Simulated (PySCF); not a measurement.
# Working out the ionisation energy of Au²⁺

Au²⁺ [Xe] 4f14 5d9 (2D) → Au³⁺ [Xe] 4f14 5d8 (3F). Calculation: PySCF 2.14, in def2-TZVPPD with the def2 core potential (60 electrons); scalar relativity through the core potential. Frozen: nothing. Energies in hartree (1 hartree = 27.21139 eV):

```
             part  Au²⁺ (lower)  Au³⁺ (upper)
              UHF   -133.809803   -132.674257
MP2 opposite-spin     -0.311104     -0.270550
    MP2 same-spin     -0.149458     -0.126234
```

Q: What does Hartree-Fock give?

A: (-132.674257) − (-133.809803) = 1.135546 hartree = 30.900 eV.

Q: What do MP2 and SCS-MP2 (6/5 opposite-spin, 1/3 same-spin) give?

A: The opposite-spin parts differ by 1.104 eV and the same-spin parts by 0.632 eV. MP2: 30.900 + (1.104) + (0.632) = 32.636 eV. SCS-MP2: 30.900 + 1.2 × (1.104) + (0.632)/3 = 32.435 eV.

Reference: 30 ± 1.6 eV (theoretical estimate listed by NIST; NIST Atomic Spectra Database, ionization energies), between the lowest levels; spin-orbit coupling is absent from the calculation.

What remains against the reference includes basis incompleteness and correlation beyond second order.
